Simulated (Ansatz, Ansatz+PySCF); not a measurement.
```yaml
atoms:
  - { symbol: C, position_ang: [0.0000, 0.0000, -0.6043] }
  - { symbol: C, position_ang: [0.0000, 0.0000, 1.8128] }
  - { symbol: H, position_ang: [0.0000, 0.0000, -1.6792] }
  - { symbol: H, position_ang: [0.0000, 0.0000, 2.8878] }
```

Basis set: STO-3G (spherical functions). Left uncorrelated: 2 orbitals. Charge 0, multiplicity 1.

Computed with Ansatz (development build ahead of 0.2.0); each method stands on the lowest determinant of its kind that the runs found. Restricted open shells among the atoms or ions are ROHF, correlated in semicanonical orbitals with singles.

(1) Give the atomization energy at this shape (free ground-state atoms in the same class of orbitals less the molecule, no zero-point energy) of singlet C2H2 by UHF-CCSDT(Q), UHF-CCSD(T), UHF-MP2, UHF, RHF-CCSDT(Q), RHF-MP2, RHF.

## Answers

(1)

```json
{"method": "UHF-CCSDT(Q)", "atomization energy": "7.42 eV"}
{"method": "UHF-CCSD(T)", "atomization energy": "7.36 eV"}
{"method": "UHF-MP2", "atomization energy": "7.34 eV"}
{"method": "UHF", "atomization energy": "7.22 eV"}
{"method": "RHF-CCSDT(Q)", "atomization energy": "5.75 eV"}
{"method": "RHF-MP2", "atomization energy": "3.21 eV"}
{"method": "RHF", "atomization energy": "-1.02 eV"}
```

Caution for UHF-CCSDT(Q), UHF-CCSD(T), UHF-MP2: bonds are stretched, where a single reference can fail. Caution for UHF-CCSDT(Q), UHF-CCSD(T), UHF-MP2, UHF: the determinant breaks the point group; the unrestricted determinant is a mixture of spin states. Caution for UHF-CCSD(T), RHF-CCSDT(Q): the program doubts this total. Caution for RHF-CCSDT(Q), RHF-MP2, RHF: an unrestricted determinant lies well below. Caution for RHF-CCSDT(Q), RHF-MP2: large amplitudes, a single reference is doubtful. Caution for RHF: the molecule lies well above its atoms at this level.

This basis has no polarisation functions and is too small for such energies, which can lie far from measured ones in either direction.
